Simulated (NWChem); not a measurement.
Program: NWChem. System: silacyclobutane (C₃H₈Si), charge 0, spin multiplicity 1, at a geometry optimised with B3LYP/def2-SVP. Level: RHF/def2-TZVP.

NWChem printed:

```
             Northwest Computational Chemistry Package (NWChem) 7.3.0
             --------------------------------------------------------

                                NWChem Input Module
                                -------------------

 Scaling coordinates for geometry "geometry" by  1.889725989
 (inverse scale =  0.529177249)

 Turning off AUTOSYM since
 SYMMETRY directive was detected!

                             Geometry "geometry" -> ""
                             -------------------------

 Output coordinates in angstroms (scale by  1.889725989 to convert to a.u.)

  No.       Tag          Charge          X              Y              Z
 ---- ---------------- ---------- -------------- -------------- --------------
    1 C                    6.0000    -1.00199700    -0.90579900     0.00000000
    2 C                    6.0000    -0.14558800    -0.39974300    -1.20643300
    3 Si                  14.0000     0.64680500     0.84595700     0.00000000
    4 C                    6.0000    -0.14558800    -0.39974300     1.20643300
    5 H                    1.0000    -1.20086900    -1.99133100     0.00000000
    6 H                    1.0000    -1.98252500    -0.40127400     0.00000000
    7 H                    1.0000     0.58486500    -1.16061400    -1.52847500
    8 H                    1.0000    -0.70453900    -0.06554400    -2.09275700
    9 H                    1.0000    -0.00287300     2.19186400     0.00000000
   10 H                    1.0000     2.12939200     1.04136900     0.00000000
   11 H                    1.0000     0.58486500    -1.16061400     1.52847500
   12 H                    1.0000    -0.70453900    -0.06554400     2.09275700

 Effective nuclear repulsion energy (a.u.)     167.3834965079

            Nuclear Dipole moment (a.u.)
            ----------------------------
        X                 Y               Z
 ---------------- ---------------- ----------------
     0.0000170075     0.0000000000     0.0000000000

      Symmetry information
      --------------------

 Group name             Cs
 Group number              2
 Group order               2
 No. of unique centers     9

      Symmetry unique atoms

     1    2    3    5    6    7    8    9   10


 Summary of "ao basis" -> "" (spherical)
 ------------------------------------------------------------------------------
       Tag                 Description            Shells   Functions and Types
 ---------------- ------------------------------  ------  ---------------------
 *                         def2-tzvp                  on all atoms

 Summary of "ao basis" -> "ao basis" (spherical)
 ------------------------------------------------------------------------------
       Tag                 Description            Shells   Functions and Types
 ---------------- ------------------------------  ------  ---------------------
 C                         def2-tzvp                11       31   5s3p2d1f
 Si                        def2-tzvp                13       37   5s5p2d1f
 H                         def2-tzvp                 4        6   3s1p

                                 NWChem SCF Module
                                 -----------------

  ao basis        = "ao basis"
  functions       =   178
  atoms           =    12
  closed shells   =    20
  open shells     =     0
  charge          =   0.00
  wavefunction    = RHF
  use symmetry    = T
  symmetry adapt  = T

 Summary of "ao basis" -> "ao basis" (spherical)
 ------------------------------------------------------------------------------
       Tag                 Description            Shells   Functions and Types
 ---------------- ------------------------------  ------  ---------------------
 C                         def2-tzvp                11       31   5s3p2d1f
 Si                        def2-tzvp                13       37   5s5p2d1f
 H                         def2-tzvp                 4        6   3s1p

      Symmetry analysis of basis
      --------------------------

        a'        109
        a"         69

 Forming initial guess at       0.1s

      Superposition of Atomic Density Guess
      -------------------------------------

 Sum of atomic energies:        -405.84786871
[...]
                 2     -407.2135210583  2.48D-01  5.93D-02      6.1
                 3     -407.2194715196  1.14D-02  2.46D-03      9.9
                 4     -407.2194866279  5.68D-05  1.02D-05     16.1
                 5     -407.2194866283  6.62D-09  1.47D-09     26.7

       Final RHF  results
       ------------------

         Total SCF energy =   -407.219486628347
      One-electron energy =   -892.052102039203
      Two-electron energy =    317.449118902994
 Nuclear repulsion energy =    167.383496507862

        Time for solution =     23.3s

       Symmetry analysis of molecular orbitals - final
       -----------------------------------------------

  Numbering of irreducible representations:

     1 a'          2 a"

  Orbital symmetries:

     1 a'          2 a'          3 a"          4 a'          5 a'
     6 a'          7 a'          8 a"          9 a'         10 a"
    11 a'         12 a'         13 a'         14 a'         15 a"
    16 a'         17 a"         18 a'         19 a"         20 a'
    21 a"         22 a'         23 a'         24 a'         25 a'
    26 a'         27 a"         28 a'         29 a"         30 a'

             Final eigenvalues
             -----------------

              1
    1  -68.7629
    2  -11.2317
    3  -11.2075
    4  -11.2075
    5   -6.1122
    6   -4.2185
    7   -4.2184
    8   -4.2179
    9   -1.0603
   10   -0.8908
   11   -0.8009
   12   -0.6750
   13   -0.6205
   14   -0.5923
   15   -0.5368
   16   -0.4900
   17   -0.4731
   18   -0.4535
   19   -0.4104
   20   -0.3967
   21    0.1141
   22    0.1329
   23    0.1647
   24    0.1682
   25    0.1815
   26    0.1995
   27    0.2130
   28    0.2185
   29    0.2389
   30    0.2478

                       ROHF Final Molecular Orbital Analysis
                       -------------------------------------

 Vector   18  Occ=2.000000D+00  E=-4.534679D-01  Symmetry=a'
              MO Center=  2.6D-01,  4.6D-01, -2.6D-14, r^2= 4.3D+00
   Bfn.  Coefficient  Atom+Function         Bfn.  Coefficient  Atom+Function
  ----- ------------  ---------------      ----- ------------  ---------------
    77      0.178368   3 Si px              156     -0.176003   9 H  s
   162      0.169979  10 H  s

 Vector   19  Occ=2.000000D+00  E=-4.104243D-01  Symmetry=a"
              MO Center=  7.2D-02, -4.2D-02,  1.5D-13, r^2= 2.7D+00
   Bfn.  Coefficient  Atom+Function         Bfn.  Coefficient  Atom+Function
  ----- ------------  ---------------      ----- ------------  ---------------
    79      0.270728   3 Si pz               38     -0.156194   2 C  py
    41     -0.156232   2 C  py              106      0.156194   4 C  py
   109      0.156232   4 C  py

 Vector   20  Occ=2.000000D+00  E=-3.966651D-01  Symmetry=a'
              MO Center=  9.5D-03, -7.5D-02, -3.6D-14, r^2= 3.4D+00
   Bfn.  Coefficient  Atom+Function         Bfn.  Coefficient  Atom+Function
  ----- ------------  ---------------      ----- ------------  ---------------
    78      0.198782   3 Si py               38     -0.155726   2 C  py
   106     -0.155726   4 C  py               41     -0.154552   2 C  py
   109     -0.154552   4 C  py

 Vector   21  Occ=0.000000D+00  E= 1.141461D-01  Symmetry=a"
              MO Center=  7.3D-01,  9.7D-01, -1.7D-14, r^2= 7.3D+00
   Bfn.  Coefficient  Atom+Function         Bfn.  Coefficient  Atom+Function
  ----- ------------  ---------------      ----- ------------  ---------------
    36      3.299516   2 C  s               104     -3.299516   4 C  s
    82      1.915418   3 Si pz              145     -0.616570   7 H  s
   169      0.616570  11 H  s                14      0.600695   1 C  pz
   151     -0.553948   8 H  s               175      0.553948  12 H  s
    45      0.403950   2 C  pz              113      0.403950   4 C  pz

 Vector   22  Occ=0.000000D+00  E= 1.329125D-01  Symmetry=a'
              MO Center=  1.8D-01, -1.6D-01, -2.4D-15, r^2= 9.2D+00
   Bfn.  Coefficient  Atom+Function         Bfn.  Coefficient  Atom+Function
  ----- ------------  ---------------      ----- ------------  ---------------
    36      2.465940   2 C  s               104      2.465940   4 C  s
     5      2.372620   1 C  s                67     -2.024660   3 Si s
    81      1.915455   3 Si py              139     -1.218820   6 H  s
   145     -1.085403   7 H  s               169     -1.085403  11 H  s
   133     -0.885026   5 H  s                80      0.835434   3 Si px

 Vector   23  Occ=0.000000D+00  E= 1.646515D-01  Symmetry=a'
              MO Center=  1.6D-01,  1.3D+00,  8.7D-16, r^2= 1.0D+01
   Bfn.  Coefficient  Atom+Function         Bfn.  Coefficient  Atom+Function
  ----- ------------  ---------------      ----- ------------  ---------------
     5      4.112136   1 C  s                67      3.714668   3 Si s
    81     -2.438328   3 Si py               36     -2.262725   2 C  s
   104     -2.262725   4 C  s                45     -1.393730   2 C  pz
   113      1.393730   4 C  pz              133     -1.368118   5 H  s
   139     -1.356730   6 H  s               151     -1.236350   8 H  s

------------------------------------------------------------
EAF file 0: "./mol.aoints.0" size=524288 bytes
------------------------------------------------------------
               write      read    awrite     aread      wait
               -----      ----    ------     -----      ----
     calls:        1        18         0         0         0
   data(b): 5.24e+05  9.44e+06  0.00e+00  0.00e+00
   time(s): 0.00e+00  0.00e+00  0.00e+00  0.00e+00  0.00e+00
rate(mb/s): 0.00e+00  0.00e+00
------------------------------------------------------------

 center of mass
 --------------
 x =   0.03334523 y =   0.04143470 z =  -0.00000000

 moments of inertia (a.u.)
 ------------------
         339.084213952227        -113.322097357592           0.000000000000
        -113.322097357592         301.331021578405           0.000000000000
           0.000000000000           0.000000000000         294.247883473964

  Mulliken analysis of the total density
  --------------------------------------

    Atom       Charge   Shell Charges
 -----------   ------   -------------------------------------------------------
    1 C    6     6.13   0.85  1.12  0.46  0.68  0.05  1.21  1.35  0.29  0.02  0.08  0.01
    2 C    6     6.40   0.85  1.12  0.46  0.70  0.06  1.23  1.47  0.43  0.02  0.05  0.00
    3 Si  14    13.57   2.00  0.58  1.39  0.79  0.44  4.12  1.73  0.53  1.31  0.27  0.15  0.21  0.04
    4 C    6     6.40   0.85  1.12  0.46  0.70  0.06  1.23  1.47  0.43  0.02  0.05  0.00
    5 H    1     0.91   0.27  0.51  0.11  0.02
    6 H    1     0.90   0.27  0.51  0.11  0.02
    7 H    1     0.89   0.26  0.50  0.11  0.02
    8 H    1     0.89   0.26  0.50  0.11  0.02
    9 H    1     1.06   0.24  0.56  0.25  0.01
   10 H    1     1.06   0.24  0.56  0.25  0.01
   11 H    1     0.89   0.26  0.50  0.11  0.02
   12 H    1     0.89   0.26  0.50  0.11  0.02

       Multipole analysis of the density wrt the origin
       ------------------------------------------------

     L   x y z        total         open         nuclear
     -   - - -        -----         ----         -------
     0   0 0 0     -0.000000      0.000000     40.000000

     1   1 0 0     -0.033493      0.000000      0.000017
     1   0 1 0     -0.120542      0.000000      0.000000
     1   0 0 1     -0.000000      0.000000      0.000000

     2   2 0 0    -26.075052      0.000000     84.702171
     2   1 1 0     -0.580029      0.000000     64.054860
     2   1 0 1      0.000000      0.000000      0.000000
     2   0 2 0    -26.381761      0.000000    105.621901
     2   0 1 1     -0.000000      0.000000     -0.000000
     2   0 0 2    -25.758179      0.000000    110.336968

 Task  times  cpu:       26.7s     wall:       26.7s

 Total times  cpu:       26.7s     wall:       26.7s
```

**Question.** Write an NWChem input that would produce this output.

**Answer.** This is not unique; one that fits is 
```
start mol
memory heap 200 mb stack 900 mb global 1100 mb
geometry units angstroms nocenter noautoz
  C     -1.001997    -0.905799     0.000000
  C     -0.145588    -0.399743    -1.206433
  Si     0.646805     0.845957     0.000000
  C     -0.145588    -0.399743     1.206433
  H     -1.200869    -1.991331     0.000000
  H     -1.982525    -0.401274     0.000000
  H      0.584865    -1.160614    -1.528475
  H     -0.704539    -0.065544    -2.092757
  H     -0.002873     2.191864     0.000000
  H      2.129392     1.041369     0.000000
  H      0.584865    -1.160614     1.528475
  H     -0.704539    -0.065544     2.092757
  symmetry group Cs
end
basis spherical
  * library def2-tzvp
end
scf
  rhf
  nopen 0
  maxiter 100
  thresh 1e-7
  semidirect memsize 60000000 filesize 0
end
task scf energy
```
